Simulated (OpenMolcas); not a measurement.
**Nb3+ in MgO: curves along the breathing mode**

Nb3+ with its 6 nearest oxide ions, on the Mg site of MgO (a = 4.2112 Å, distance in the model lattice 2.106 Å). The rest of the host is ab initio model potentials to 7.6 Å, with orthogonalisation functions on the cations behind the ligands, and point charges beyond; the distance is set by hand and nothing relaxes, and no local charge compensation is placed. Ligand basis ANO-RCC-VDZP.

```json
{
 "Program": "OpenMolcas 26.06",
 "Method": "CASSCF",
 "Basis": "ANO-RCC-VDZP [6s5p3d1f]",
 "Scalar Hamiltonian": "DKH2, point nucleus",
 "Active space": "2 electrons in 5 orbitals (4d)",
 "State averaging": "2S+1 = 3 even, 10 roots; 2S+1 = 1 even, 15 roots",
 "Spin-orbit coupling": "RASSI with atomic mean-field integrals over the reference wave functions"
}
```

Spin-free energies (labels of O, the rotations of Oh) in cm-1 above the lowest fitted minimum, as all ligands move together:

| R (Å) | 3T1 | 1T2 | 1E | 1A1 | 3T2 | 3T1(2) | 1T2(2) |
| --- | --- | --- | --- | --- | --- | --- | --- |
| 1.963 | 10630 | 19210 | 19220 | 31020 | 54270 | 61960 | 63560 |
| 2.009 | 3290 | 11910 | 11940 | 23710 | 43910 | 51720 | 53340 |
| 2.056 | 180 | 8840 | 8870 | 20610 | 37930 | 45830 | 47450 |
| 2.102 | 910 | 9610 | 9650 | 21350 | 36130 | 44070 | 45690 |
| 2.148 | 4970 | 13710 | 13760 | 25420 | 37920 | 45890 | 47500 |
| 2.194 | 12070 | 20850 | 20910 | 32550 | 43010 | 51000 | 52590 |
| 2.241 | 22270 | 31090 | 31160 | 42760 | 51400 | 59390 | 60970 |

Cubic fits give the following; the wavenumber is harmonic, with the mass of all moving ligands, small differences in it between states hang on the degree of the fit, a number in brackets counts states of one label, and the table is a selection of at most 14 states with clean curves.

| State | R0 (Å) | Breathing mode (cm-1) | Minimum (cm-1) |
| --- | --- | --- | --- |
| 3T1 | 2.070 | 778 | 0 |
| 1T2 | 2.070 | 779 | 8670 |
| 1E | 2.069 | 779 | 8710 |
| 1A1 | 2.070 | 778 | 20430 |
| 3T2 | 2.101 | 780 | 36090 |
| 3T1(2) | 2.101 | 778 | 44030 |
| 1T2(2) | 2.101 | 777 | 45650 |
| 1T1 | 2.101 | 777 | 48300 |
| 3A2 | 2.131 | 782 | 72260 |
| 1E(2) | 2.131 | 778 | 83060 |
| 1A1(2) | 2.130 | 773 | 94640 |

The minimum of 3T2 is shifted by +0.0314 Å against 3T1 (from the unrounded fits). With M = 96.0 u for the moving shell, the Huang-Rhys factor in this mode is S = M ω ΔR² / 2ħ = 0.01483 × 96.0 × 778 × 0.0314² = 1.09. Only the first shell moves, against a rigid host.

An orbital triplet at a regular site is open to Jahn-Teller coupling, which can distort the site and quench the lowest spin-orbit gaps and is left out. Without dynamic correlation the repulsion within the d shell is too large (B by tens of per cent), so at a given field states of lower spin stand too high. With metal d orbitals alone the field can be off either way by tens of per cent. Ligand-to-metal charge-transfer states are missing. With no ligand orbital active B as a rule stays too high, so bands that hang on it stand too high and its fall with covalency is understated. The least metal-like active orbital is 72 % on the metal (Löwdin) and no ligand orbital is active, so the numbers are rough (holds for R = 1.963). The least metal-like active orbital is 74 % on the metal (Löwdin) and no ligand orbital is active, so the numbers are rough (holds for R = 2.009). The least metal-like active orbital is 76 % on the metal (Löwdin) and no ligand orbital is active, so the numbers are rough (holds for R = 2.056). The least metal-like active orbital is 77 % on the metal (Löwdin) and no ligand orbital is active, so the numbers are rough (holds for R = 2.102; R = 2.148). The least metal-like active orbital is 78 % on the metal (Löwdin) and no ligand orbital is active, so the numbers are rough (holds for R = 2.194; R = 2.241). No measured value stands beside these numbers.
